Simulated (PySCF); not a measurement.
This script is equivalent to a calculation on Sb (antimony, neutral).

```python
from pyscf import gto, scf, dft, mp, cc
import basis_set_exchange as bse
mol = gto.M(atom="Sb 0 0 0", charge=0, spin=3, symmetry="D2h",
            basis=gto.basis.parse(bse.get_basis("x2c-SVPall", elements=["Sb"], fmt="nwchem", header=False)),
            nucmod="G")
mf = dft.UKS(mol, xc="R2SCAN").sfx2c1e()
mf.irrep_nelec = {'Ag': (9, 9), 'B1g': (2, 2), 'B2g': (2, 2), 'B3g': (2, 2), 'B1u': (4, 3), 'B2u': (4, 3), 'B3u': (4, 3)}
mf.kernel()
```

(1) What total energy does it give?

(2) Which occupied shell lies highest, and where?

(3) What is ⟨S²⟩, and what would a pure spin state give?

## Answers

(1) -6480.03 hartree (calculated).

(2) 5p α, at -5.701 eV.

(3) 3.752, against 3.75.
